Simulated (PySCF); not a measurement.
**Effect of structural changes**

Level of theory: TDDFT B3LYP/aug-cc-pVDZ circular dichroism and optical rotation, one conformer, gas phase in PySCF. Geometry: GFN2-xTB.

Each molecule in one low-energy conformer. The parent is OC[C@@H]1C[AsH][AsH]1.

The molecule is flexible and this is one conformer; a measurement averages over conformers. The calculation is non-relativistic, which matters for the atoms heavier than Zn.

(1) How does the specific rotation at 589.3 nm (origin-invariant length gauge) change along this series?
- OC[C@@H]1C[AsH][AsH]1 (base)
- OC[C@H]1C[AsH][AsH]1 (diastereomer)

## Answers

(1) 
| molecule | [α]589 (deg dm⁻¹ (g/mL)⁻¹) | S1 (eV) | R(S1), velocity form (10⁻⁴⁰ esu² cm²) |
| --- | --- | --- | --- |
| OC[C@@H]1C[AsH][AsH]1 | +266.7 | 4.89 | -1.0 |
| OC[C@H]1C[AsH][AsH]1 | -43.5 | 4.85 | -2.7 |

The specific rotation at 589.3 nm (origin-invariant length gauge) is lowest for OC[C@H]1C[AsH][AsH]1 and highest for OC[C@@H]1C[AsH][AsH]1.
